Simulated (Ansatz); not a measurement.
## How methods differ on AlGeNH4O (SMILES [NH2][GeH]1[O][AlH]1)

AlGeNH4O: 8 atoms, total charge 0, spin state singlet. SMILES: `[NH2][GeH]1[O][AlH]1`. The coordinates come from a PBE0-D4/def2-TZVP relaxation. This is one conformer, not always the lowest.

```xyz
8

N    -1.0007    1.3304    0.5144
Ge    0.2391    0.0001    0.6269
O     1.1775   -0.3460   -0.9835
Al    0.4315   -1.8569   -0.7691
H    -0.6626    2.2764    0.6119
H    -1.6821    1.2712   -0.2261
H     1.2379    0.5119    1.6854
H     0.3517   -3.2441   -1.5156
```

Each level gives the energy change with the N1–H5 bond stretched from 1.009 to 1.514 Å (eV). The values are calculated.

```json
{"level": "HF/6-31G* (spherical functions) (restricted)", "kind": "Hartree–Fock", "program": "Ansatz", "value (eV)": "2.65"}
{"level": "SVWN5/6-31G* (spherical functions) (restricted)", "kind": "LDA", "program": "Ansatz", "value (eV)": "2.05"}
{"level": "BLYP/6-31G* (spherical functions) (restricted)", "kind": "GGA", "program": "Ansatz", "value (eV)": "1.96"}
{"level": "r2SCAN0/6-31G* (spherical functions) (restricted)", "kind": "hybrid meta-GGA", "program": "Ansatz", "value (eV)": "2.35"}
{"level": "CAM-B3LYP/6-31G* (spherical functions) (restricted)", "kind": "range-separated hybrid", "program": "Ansatz", "value (eV)": "2.29"}
{"level": "wB97M-V/6-31G* (spherical functions) (restricted)", "kind": "range-separated hybrid", "program": "Ansatz", "value (eV)": "2.28"}
{"level": "wB97X/6-31G* (spherical functions) (restricted)", "kind": "range-separated hybrid", "program": "Ansatz", "value (eV)": "2.36"}
{"level": "BCCD(T)/6-31G* (spherical functions) (restricted)", "kind": "coupled cluster or CI", "program": "Ansatz", "value (eV)": "2.11"}
```

All-electron rows without a relativistic Hamiltonian named are non-relativistic. The first shape isn't each level's own minimum. The values span 1.96 to 2.65 eV. In the correlated wave-function rows the outer d shell of Ge is correlated, in sets not made for it.
